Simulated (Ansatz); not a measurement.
Cost and result for the atomization energy of `ClCCI` (8 atoms, 7 bonds).

The species carries charge 0 and has multiplicity 1. Correlated methods include outer-core shells of I, which these sets cover unevenly. I: def2 effective core potential. The geometry is a stationary point of PBE0-D4/def2-TZVP. It is a higher conformer; a search finds a lower one. Program: Ansatz. All runs use 4 threads of an Arm Neoverse V1 on a shared host. Times are those of one run each, without the atoms' runs, and a repeat can differ threefold. Electronic energies, without spin–orbit coupling; frozen cores. CCSD(T)/CBS adds CCSD(T) − MP2 in def2-TZVPP to the MP2 limit, and its time is that of the two runs behind it. T1 = 0.008. With those shells the extrapolation isn't a true limit. HSE06 is the plane-wave form, built on full-range PBE exchange.

CCSD(T)/CBS is a level of theory with its own doubt, some kJ/mol a heavy atom from the limit and from the frozen cores, so smaller differences don't rank the functionals.

| level | functions | wall time | atomization (kcal/mol) | difference from CCSD(T)/CBS | per bond |
| --- | --- | --- | --- | --- | --- |
| LDA (SPW92)/def2-TZVPP | 210 | 1.1 s | 745.3 | 96.7 | 13.8 |
| revPBE-D4/def2-TZVPP | 210 | 1.9 s | 646.6 | -2.0 | -0.3 |
| BLYP-D4/def2-TZVPP | 210 | 1.9 s | 641.2 | -7.4 | -1.1 |
| PBE-D4/def2-TZVPP (with forces) | 210 | 2.3 s | 662.6 | 14.0 | 2.0 |
| PBE0-D4/def2-TZVPP | 210 | 2.8 s | 652.0 | 3.4 | 0.5 |
| HSE06-D4/def2-TZVPP | 210 | 3.1 s | 652.5 | 3.9 | 0.6 |
| CCSD(T)/def2-SVP | 92 | 4.3 s | 610.0 | -38.6 | -5.5 |
| r2SCAN-D4/def2-TZVPP (with forces) | 210 | 4.8 s | 647.9 | -0.7 | -0.1 |
| r2SCANh-D4/def2-TZVPP | 210 | 4.8 s | 644.4 | -4.2 | -0.6 |
| B2PLYP/def2-TZVPP | 210 | 4.9 s | 636.9 | -11.7 | -1.7 |
| MP2/def2-QZVPP | 386 | 16 s | 653.9 | 5.3 | 0.8 |
| CCSD(T)/def2-TZVPP | 210 | 2 min | 630.3 | -18.3 | -2.6 |
| CCSD(T)/CBS(def2) | – | 2.3 min | 648.6 | 0.0 | 0.0 |

From PBE to PBE0 (25 % exact exchange), in def2-TZVPP and without D4, the atomization energy moves by −9.9 kcal/mol: exact exchange takes away binding that semilocal exchange gives to molecules. At CCSD(T), def2-SVP lies −38.6 kcal/mol from the extrapolated value and def2-TZVPP −18.3 kcal/mol: correlation converges slowly with the basis, and small sets miss more of it in the bonded molecule than in its fragments. In def2-TZVPP, CCSD(T) changes the Hartree–Fock value by +162.7 kcal/mol (the triples alone add +11.4 kcal/mol) and MP2 by +175.6 kcal/mol; breaking electron pairs costs correlation energy, which Hartree–Fock lacks.

Spin–orbit coupling would lower the free I atoms strongly, and the atomization energy with them, by more than many differences here.
